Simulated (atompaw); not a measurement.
# As: PAW (atompaw) pseudisation with PBE, scalar-relativistic reference atom.

arsenic, PAW, made with atompaw 4.2.0.5 (PBE, scalar-relativistic). Core [Ar] 3d10, reference 4s1.5 4p3.5. Waves: 4s (bound): rc 1.65 bohr; 4s channel at 3.9 Ry: rc 0.80 bohr; 4p (bound): rc 1.65 bohr; 4p channel at 2.15 Ry: rc 1.65 bohr. Local part: vpsmatchnc scheme with l = 2 at 0 Ry, radius 1.15 bohr. Core correction: smooth core density matched at 1.30 bohr. Augmentation charge: sinc compensation charge, radius 1.20 bohr; PAW radius 1.65 bohr; waves and projectors: custom polynom gramschmidtortho.

Task: Does this generation succeed?

Result: No. atompaw 4.2.0.5 stopped with "atompaw: The overlap operator has at least one negative eigenvalue!": the overlap operator built from these waves and projectors is not positive definite.
